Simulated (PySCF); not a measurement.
C5H6F2O2.
Numbering: `[O:1]=[C:2]1[CH2:3][CH2:4][O:5][C@H:6]1[CH:7]([F:8])[F:9]`

Structure used (GFN2-xTB), in Å, numbered top down from 1:
```
atom  x, y, z in Å
O1     0.3182    2.1903   -0.7716
C2    -0.0831    1.1850   -0.2703
C3    -1.4595    0.5706   -0.3731
C4    -1.3126   -0.7651    0.3538
O5    -0.2114   -0.6101    1.2455
C6     0.7205    0.2474    0.6472
C7     1.7658   -0.5425   -0.1702
F8     1.2733   -0.9137   -1.3776
F9     2.8567    0.2077   -0.4129
H10   -1.7616    0.4708   -1.4138
H11   -2.1648    1.2354    0.1287
H12   -2.1748   -1.0333    0.9639
H13   -1.1069   -1.5748   -0.3574
H14    1.2602    0.7963    1.4256
H15    2.0755   -1.4563    0.3603
```

NICS = −σ at a ghost point: NICS(0) at the centroid of the ring atoms, NICS(1) 1 Å to either side along the normal of their mean plane, zz for the tensor component along that normal. Level: GIAO PBE0/pcSseg-1 (PySCF, non-relativistic, gas phase) on the GFN2-xTB geometry, one conformer.

Ring bond lengths (Å), with Mayer bond orders in brackets: C2–C3 1.511 (0.99), C3–C4 1.528 (1.03), C4–O5 1.425 (0.90), O5–C6 1.401 (0.94), C6–C2 1.538 (0.90).

Question: Give the NICS values of each ring in ppm.

Answer: 
| ring | type | NICS(0) | NICS(1), two faces | NICS(1)zz, two faces | rms pucker (Å) | centre to ring atoms, mean (Å) |
| --- | --- | --- | --- | --- | --- | --- |
| C2–C3–C4–O5–C6 | 5-membered ring with O; formal bonds all single | -1.0 | -2.2 / -1.5 | -5.2 / -6.6 | 0.13 | 1.25 |

Question: What do they say, and how far can they be read as aromaticity?

Answer: 
- C2–C3–C4–O5–C6: mean NICS(1)zz -5.9 ppm, shielded. C3, C4, C6 have four or more neighbours, and the NICS criterion for π rings isn't applied.

Question: At the second NICS(1) probe listed for ring C2–C3–C4–O5–C6, 1 Å off the ring, what do the in-plane components average?

Answer: The isotropic value is a third of the trace: (3 × -1.5 − (-6.6))/2 = 1.0 ppm.

Question: How shielded are the nuclei of the rings and their hydrogens (means over atoms taken as equivalent)?

Answer: 
```csv
atoms,environment,σ isotropic (ppm)
C2,ketone carbonyl carbon,-28.7
C3,sp3 carbon next to a carbonyl,148.4
C4,sp3 carbon bound to oxygen,117.0
O5,cyclic ether oxygen,286.5
C6,sp3 carbon bound to oxygen,103.3
H10,methylene hydrogen,29.32
H11,methylene hydrogen,29.15
H12,methylene hydrogen,27.11
H13,methylene hydrogen,27.19
H14,methine hydrogen,27.80
```
